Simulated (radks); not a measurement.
The numbers below are computed, except where a source is named.
Question: Tc3+, 40 electrons, occupied as [Kr] 4d4. Code: a radial shooting solver on a logarithmic mesh with Libxc functionals. Model: scalar-relativistic Kohn-Sham, revPBE, spin-unpolarised, spherical densities, finite nucleus; Fermi nuclear charge, rms radius 4.4112 fm. Some entries of the table are withheld. Estimate them.

| orbital | occ. | eigenvalue (eV) | <r> (bohr) | r(max) (bohr) |
|---|---|---|---|---|
| 1s | 2 | -20899.96 | 0.03428 | 0.02228 |
| 2s | 2 | -3008.422 | 0.1496 | 0.1262 |
| 2p | 6 | -2695.498 | 0.1304 | 0.1008 |
| 3s | 2 | (1) | 0.4152 | 0.3723 |
| 3p | 6 | -446.8087 | (2) | (3) |
| 3d | 10 | -280.6814 | 0.3988 | 0.3115 |
| 4s | 2 | -103.6112 | 1.052 | 0.9483 |
| 4p | 6 | -75.3291 | 1.157 | 1.020 |
| 4d | 4 | -35.0831 | 1.516 | 1.234 |
| 5s | 0 | (4) | 2.630 | 2.387 |
| 5p | 0 | -21.3187 | 3.057 | 2.786 |

Answer: 
(1) 3s eigenvalue (eV): -549.5393
(2) 3p <r> (bohr): 0.4162
(3) 3p r(max) (bohr): 0.3657
(4) 5s eigenvalue (eV): -27.6061
